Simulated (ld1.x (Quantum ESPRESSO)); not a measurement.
**Fe (Z = 26): one change to an RRKJ potential, before and after**

ld1.x (Quantum ESPRESSO) 7.5 input, shortened:

```
&input
   title='Fe', zed=26., rel=1, dft='PW91', iswitch=3,
   config='[Ar] 3d6 4s1 4p0'
 /
 &inputp
   pseudotype=2, tm=.false., rho0=0.001, lloc=-1, rcloc=1.40,
   nlcc=.true., new_core_ps=.true., rcore=1.05
 /
3
4S  1  0   1.00   0.00  2.45  2.45  0.0
4P  2  1   0.00   0.00  2.15  2.15  0.0
3D  3  2   6.00   0.00  1.60  1.60  0.0
 &test
   configts(1)='3d6 4s1 4p0'
 /
```

Change: all radii but the core radius scaled by about 1.38 (s 3.38, p 2.96, d 2.20 bohr); local potential all-electron potential smoothed inside 1.92 bohr (lloc = -1).

Cutoffs: the cutoffs (Ry, on a coarse ladder) from which the occupation-weighted sum of valence levels, in a spherical-Bessel basis at the reference potential, stays within 10 and 1 mRy of its value at 400 Ry; they do not see the model core or the augmentation charge, which bear on the density cutoff. Errors are all-electron minus pseudo energies relative to the spin-unpolarised reference configuration.

Question: What does the change do?

Answer: The potential gets softer (70 Ry and 100 Ry → 40 Ry and 55 Ry); the bound ghost in s disappears; the number of tests that count goes from 7 to 5; of the 5 tests that both files solve, the error grows in 2 and shrinks in 1 by more than 15 % and 0.3 meV (median size 11.9 → 11.7 meV). A larger radius leaves more room for a smooth pseudo-wave, so fewer plane waves are needed.

| quantity | base | changed |
| --- | --- | --- |
| cutoff, loose | 70 Ry | 40 Ry |
| cutoff, tight | 100 Ry | 55 Ry |
| loose cutoff by channel (10 mRy a level) | s 15 Ry, d 60 Ry | s 6 Ry, d 35 Ry |
| bound ghosts | s | none |
| tests counted (converged, no solver errors) | 7 of 7 | 5 of 7 |
| error for 3d6 4s0 4p0, meV [ΔE 16.25 eV] | -12 | -28 |
| error for 3d5 4s0 4p0, meV [ΔE 50.58 eV] | -166 | +8.8 |
| error for 3d5 4s2 4p1, meV [ΔE -0.01 eV] | -267 | +274 |
| error for 3d6 4s0 4p1, meV [ΔE 5.08 eV] | -0.8 | -12 |
| error for 3d6 4s1 4p1, meV [ΔE -4.66 eV] | -0.1 | +0.3 |

Base: These tests converged, but a pseudo level misses the all-electron one widely, so the file describes the atom poorly there or has found another state: 3d5 4s0 4p0: empty 4s by 3.2 eV (a node warning on the way). Changed file: Tests not counted: 3d6 4s2 4p0 (solver errors, printed error -512 eV); 3d6.5 4s1.5 4p0 (solver errors, printed error -507 eV). A true bound ghost makes a file unfit for plane-wave use even where its test errors are small: the radial tests pick states by their node count and pass the ghost by.
